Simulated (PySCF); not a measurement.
Start geometry of `[NH2][Cu]<-[AsH3]` (Cu(AsH3)(NH2)) from GFN2-xTB (Å):
```
atom  x, y, z in Å
Cu1   -0.0065   -0.0207   -0.6234
As2   -0.0082   -0.0399    1.6440
H3    -1.1459   -0.5305    2.4586
H4     0.1294    1.1978    2.4584
H5     0.9997   -0.7641    2.4561
N6     0.0054   -0.0300   -2.4113
H7     0.8288    0.0823   -2.9830
H8    -0.8027    0.1051   -2.9994
```

Task: What comes out of this run: PBE0-D3(BJ)/def2-SVP geometry optimisation, gas phase (PySCF)?

Result: 
```
atom  x, y, z in Å
Cu1    0.0025   -0.0692   -0.6309
As2    0.0065   -0.0560    1.6431
H3    -1.1920   -0.5721    2.4085
H4     0.1485    1.2469    2.3990
H5     1.0582   -0.8205    2.4174
N6    -0.0091   -0.2015   -2.4510
H7     0.8023    0.2268   -2.8990
H8    -0.8169    0.2456   -2.8871
```

The energy falls by 9.4 kJ/mol over 18 energy and gradient evaluations, the largest force component goes from 0.0125 to 1.3e-04 Eh/bohr, and the atoms move by 0.116 Å rms after alignment. The bond that changes most is Cu1–N6 (ends: copper bonded to As and N; nitrogen bonded to Cu and 2 H), which lengthens by 0.037 Å. Bonds longer at the end by more than 0.005 Å: 7 of 7; shorter: 0. Among the angles that change most is Cu1–N6–H8, from 125.2° to 113.5°. Rotational constants go from 83792, 1531, 1525 to 73718, 1520, 1515 MHz. The orientation of the end geometry is arbitrary; only internal coordinates are fixed.

The run used 102 basis functions and 129 SCF cycles in all. On one thread, Arm Neoverse V2, no GPU, shared host, this took 75 s.

Not checked by PBE0-D3(BJ)/def2-SVP frequencies.
